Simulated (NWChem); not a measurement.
System: C4H4N2; SMILES N#C/N=C/C=C

Here is an NWChem input.

```
start job
memory heap 200 mb stack 900 mb global 1100 mb
geometry units angstroms
  C     -2.500125     0.075110    -0.003660
  C     -1.684809    -0.864074     0.475605
  C     -0.245094    -0.766406     0.404124
  N      0.317404     0.242628    -0.131383
  C      1.582743     0.486223    -0.276628
  N      2.658122     0.847385    -0.480758
  H     -2.101288     0.959758    -0.471844
  H     -3.570738    -0.013498     0.057854
  H     -2.074272    -1.755562     0.947075
  H      0.325806    -1.597863     0.830451
end
basis spherical
  * library def2-svp
end
dft
  xc pbe0
  iterations 150
end
driver
  maxiter 120
end
task dft optimize
task dft freq
```

NWChem printed, in part:

```
             Northwest Computational Chemistry Package (NWChem) 7.3.0
             --------------------------------------------------------

 CS  symmetry detected

                             Geometry "geometry" -> ""
                             -------------------------

 Output coordinates in angstroms (scale by  1.889725989 to convert to a.u.)

  No.       Tag          Charge          X              Y              Z
 ---- ---------------- ---------- -------------- -------------- --------------
    1 C                    6.0000     0.78391012     2.28413753     0.00000000
    2 C                    6.0000    -0.45901006     1.80283602     0.00000000
    3 C                    6.0000    -0.75439781     0.38856097     0.00000000
    4 N                    7.0000     0.18036745    -0.47604025     0.00000000
    5 C                    6.0000     0.09137417    -1.76971625     0.00000000
    6 N                    7.0000     0.18251433    -2.91873345     0.00000000
    7 H                    1.0000     1.62973000     1.61671113     0.00000000
    8 H                    1.0000     0.98628236     3.34096912     0.00000000
    9 H                    1.0000    -1.31477052     2.46343444     0.00000000
   10 H                    1.0000    -1.81267284     0.10739162     0.00000000

 Effective nuclear repulsion energy (a.u.)     185.6589030064

      Symmetry information
      --------------------

 Group name             Cs
 Group number              2
 Group order               2
 No. of unique centers    10

                                Z-matrix (autoz)
                                --------

 Units are Angstrom for bonds and degrees for angles

      Type          Name      I     J     K     L     M      Value
      ----------- --------  ----- ----- ----- ----- ----- ----------
    1 Stretch                  1     2                       1.33285
    2 Stretch                  1     7                       1.07744
    3 Stretch                  1     8                       1.07603
    4 Stretch                  2     3                       1.44479
    5 Stretch                  2     9                       1.08107
    6 Stretch                  3     4                       1.27331
    7 Stretch                  3    10                       1.09499
    8 Stretch                  4     5                       1.29673
    9 Stretch                  5     6                       1.15263
   10 Bend                     1     2     3               122.96541
   11 Bend                     1     2     9               121.16578
   12 Bend                     2     1     7               120.55533
   13 Bend                     2     1     8               122.00844
   14 Bend                     2     3     4               120.96966
   15 Bend                     2     3    10               116.67627
   16 Bend                     3     2     9               115.86881
   17 Bend                     3     4     5               128.83172
   18 Bend                     4     3    10               122.35407
   19 Bend                     4     5     6               171.52955
   20 Bend                     7     1     8               117.43623
   21 Torsion                  1     2     3     4           0.00000
   22 Torsion                  1     2     3    10         180.00000
   23 Torsion                  2     3     4     5         180.00000
   24 Torsion                  3     2     1     7           0.00000
   25 Torsion                  3     2     1     8         180.00000
   26 Torsion                  3     4     5     6         180.00000
   27 Torsion                  4     3     2     9         180.00000
   28 Torsion                  5     4     3    10           0.00000
   29 Torsion                  7     1     2     9         180.00000
   30 Torsion                  8     1     2     9           0.00000
   31 Torsion                  9     2     3    10           0.00000

                           NWChem Geometry Optimization
                           ----------------------------

 maximum gradient threshold         (gmax) =   0.000450
 rms gradient threshold             (grms) =   0.000300
 maximum cartesian step threshold   (xmax) =   0.001800
 rms cartesian step threshold       (xrms) =   0.001200
 fixed trust radius                (trust) =   0.300000
 source of zmatrix                         =   autoz

          -------------------
          Energy Minimization
          -------------------

 Using diagonal initial Hessian
 Scaling for Hessian diagonals: bonds = 1.00  angles = 0.25  torsions = 0.10

          --------
          Step   0

                                 NWChem DFT Module
                                 -----------------

 Summary of "ao basis" -> "ao basis" (spherical)
 ------------------------------------------------------------------------------
       Tag                 Description            Shells   Functions and Types
 ---------------- ------------------------------  ------  ---------------------
 C                          def2-svp                 6       14   3s2p1d
 N                          def2-svp                 6       14   3s2p1d
 H                          def2-svp                 3        5   2s1p

      Symmetry analysis of basis
      --------------------------

        a'         76
        a"         28

            General Information
            -------------------
          SCF calculation type: DFT
          Wavefunction type:  closed shell.
          No. of atoms     :    10
          No. of electrons :    42
           Alpha electrons :    21
            Beta electrons :    21
          Charge           :     0
          Spin multiplicity:     1
          Use of symmetry is: on ; symmetry adaption is: on
          Maximum number of iterations: 150
          AO basis - number of functions:   104
                     number of shells:    48
          Convergence on energy requested:  1.00D-06
          Convergence on density requested:  1.00D-05
          Convergence on gradient requested:  5.00D-04

              XC Information
              --------------
                         PBE0 Method XC Functional
                     Hartree-Fock (Exact) Exchange  0.250
          PerdewBurkeErnzerhof Exchange Functional  0.750
            Perdew 1991 LDA Correlation Functional  1.000 local
           PerdewBurkeErnz. Correlation Functional  1.000 non-local

             Grid Information
             ----------------
          Grid used for XC integration:  medium
          Radial quadrature: Mura-Knowles
          Angular quadrature: Lebedev.
          Tag              B.-S. Rad. Rad. Pts. Rad. Cut. Ang. Pts.
          ---              ---------- --------- --------- ---------
          C                   0.70       49          12.0       434
          N                   0.65       49          14.0       434
          H                   0.35       45          13.0       434
          Grid pruning is: on
          Number of quadrature shells:   474
          Spatial weights used:  Erf1

      Superposition of Atomic Density Guess
      -------------------------------------

 Sum of atomic energies:        -260.98472134

      Non-variational initial energy
      ------------------------------

 Total energy =    -264.513289
 1-e energy   =    -718.571460
 2-e energy   =     268.399268
 HOMO         =      -0.323732
 LUMO         =      -0.103822

      Symmetry analysis of molecular orbitals - initial
      -------------------------------------------------

[...]

      ----------------------
      Optimization converged
      ----------------------

  Step       Energy      Delta E   Gmax     Grms     Xrms     Xmax
  ---- ---------------- -------- -------- -------- -------- --------
@    7    -263.75754326 -2.7D-08  0.00001  0.00000  0.00008  0.00022
                                     ok       ok       ok       ok

                                Z-matrix (autoz)
                                --------

 Units are Angstrom for bonds and degrees for angles

      Type          Name      I     J     K     L     M      Value     Gradient
      ----------- --------  ----- ----- ----- ----- ----- ---------- ----------
    1 Stretch                  1     2                       1.34098    0.00000
    2 Stretch                  1     7                       1.09392    0.00000
    3 Stretch                  1     8                       1.09239    0.00000
    4 Stretch                  2     3                       1.45753   -0.00001
    5 Stretch                  2     9                       1.09376    0.00000
    6 Stretch                  3     4                       1.28528   -0.00000
    7 Stretch                  3    10                       1.10332    0.00000
    8 Stretch                  4     5                       1.32586   -0.00000
    9 Stretch                  5     6                       1.16501   -0.00000
   10 Bend                     1     2     3               123.21549   -0.00000
   11 Bend                     1     2     9               120.62143   -0.00000
   12 Bend                     2     1     7               120.36330   -0.00000
   13 Bend                     2     1     8               121.34552    0.00000
   14 Bend                     2     3     4               122.07487   -0.00000
   15 Bend                     2     3    10               116.89381    0.00000
   16 Bend                     3     2     9               116.16308    0.00000
   17 Bend                     3     4     5               121.54633    0.00001
   18 Bend                     4     3    10               121.03132    0.00000
   19 Bend                     4     5     6               174.82709   -0.00001
   20 Bend                     7     1     8               118.29119   -0.00000
   21 Torsion                  1     2     3     4           0.00000    0.00000
   22 Torsion                  1     2     3    10         180.00000    0.00000
   23 Torsion                  2     3     4     5         180.00000    0.00000
   24 Torsion                  3     2     1     7           0.00000    0.00000
   25 Torsion                  3     2     1     8         180.00000    0.00000
   26 Torsion                  3     4     5     6         180.00000    0.00000
   27 Torsion                  4     3     2     9         180.00000    0.00000
   28 Torsion                  5     4     3    10           0.00000    0.00000
   29 Torsion                  7     1     2     9         180.00000    0.00000
   30 Torsion                  8     1     2     9           0.00000    0.00000
   31 Torsion                  9     2     3    10           0.00000    0.00000

                         Geometry "geometry" -> "geometry"
                         ---------------------------------

 Output coordinates in angstroms (scale by  1.889725989 to convert to a.u.)

  No.       Tag          Charge          X              Y              Z
 ---- ---------------- ---------- -------------- -------------- --------------
    1 C                    6.0000     0.78167936     2.34248277     0.00000000
    2 C                    6.0000    -0.44343913     1.79723006     0.00000000
    3 C                    6.0000    -0.67706121     0.35854279     0.00000000
    4 N                    7.0000     0.28854776    -0.48971673     0.00000000
    5 C                    6.0000     0.06396701    -1.79642078     0.00000000
    6 N                    7.0000    -0.02904232    -2.95770860     0.00000000
    7 H                    1.0000     1.67064659     1.70499486     0.00000000
    8 H                    1.0000     0.92149532     3.42588572     0.00000000
    9 H                    1.0000    -1.33514439     2.43061781     0.00000000
   10 H                    1.0000    -1.72832180     0.02364296     0.00000000

 Effective nuclear repulsion energy (a.u.)     183.9349930020

      Symmetry information
      --------------------

 Group name             Cs
 Group number              2
 Group order               2
 No. of unique centers    10

                Final and change from initial internal coordinates
                --------------------------------------------------

                                Z-matrix (autoz)
                                --------

 Units are Angstrom for bonds and degrees for angles

[...]

 Rotational Constants
 --------------------
 A=   0.687672 cm-1  (  0.989385 K)
 B=   0.057933 cm-1  (  0.083351 K)
 C=   0.053432 cm-1  (  0.076875 K)

 Temperature                      =   298.15K
 frequency scaling parameter      =   1.0000

 Zero-Point correction to Energy  =   45.880 kcal/mol  (  0.073114 au)
 Thermal correction to Energy     =   49.667 kcal/mol  (  0.079149 au)
 Thermal correction to Enthalpy   =   50.259 kcal/mol  (  0.080093 au)

 Total Entropy                    =   76.885 cal/mol-K
   - Translational                =   39.037 cal/mol-K (mol. weight =  80.0374)
   - Rotational                   =   26.119 cal/mol-K (symmetry #  =        1)
   - Vibrational                  =   11.730 cal/mol-K

 Cv (constant volume heat capacity) =   19.937 cal/mol-K
   - Translational                  =    2.979 cal/mol-K
   - Rotational                     =    2.979 cal/mol-K
   - Vibrational                    =   13.978 cal/mol-K

[normal modes left out]

 ----------------------------------------------------------------------------
 Normal Eigenvalue ||           Projected Infra Red Intensities
  Mode   [cm**-1]  || [atomic units] [(debye/angs)**2] [(KM/mol)] [arbitrary]
 ------ ---------- || -------------- ----------------- ---------- -----------
    1       -0.000 ||    0.000034           0.001         0.033       0.019
    2       -0.000 ||    0.005734           0.132         5.590       3.179
    3       -0.000 ||    0.001358           0.031         1.324       0.753
    4        0.000 ||    0.000853           0.020         0.832       0.473
    5        0.000 ||    0.003227           0.074         3.145       1.789
    6        0.000 ||    0.000049           0.001         0.048       0.027
    7      120.043 ||    0.000968           0.022         0.944       0.537
    8      148.383 ||    0.002141           0.049         2.087       1.187
    9      217.262 ||    0.007818           0.180         7.622       4.334
   10      280.344 ||    0.002198           0.051         2.143       1.218
   11      514.154 ||    0.020772           0.479        20.250      11.516
   12      587.167 ||    0.005885           0.136         5.737       3.262
   13      626.793 ||    0.004696           0.108         4.578       2.603
   14      648.005 ||    0.006141           0.142         5.986       3.404
   15     1005.978 ||    0.040046           0.924        39.039      22.201
   16     1008.227 ||    0.028604           0.660        27.885      15.857
   17     1016.819 ||    0.010349           0.239        10.089       5.737
   18     1019.674 ||    0.018556           0.428        18.089      10.287
   19     1039.320 ||    0.001403           0.032         1.368       0.778
   20     1165.640 ||    0.009255           0.214         9.022       5.131
   21     1308.311 ||    0.003231           0.075         3.150       1.791
   22     1398.156 ||    0.012105           0.279        11.801       6.711
   23     1430.367 ||    0.033102           0.764        32.269      18.351
   24     1692.178 ||    0.148165           3.418       144.439      82.139
   25     1741.948 ||    0.058645           1.353        57.170      32.512
   26     2358.082 ||    0.088599           2.044        86.370      49.117
   27     3105.849 ||    0.021932           0.506        21.380      12.158
   28     3175.461 ||    0.000399           0.009         0.389       0.221
   29     3212.142 ||    0.004706           0.109         4.587       2.609
   30     3288.498 ||    0.000179           0.004         0.174       0.099
 ----------------------------------------------------------------------------
```

Level: PBE0/def2-SVP.
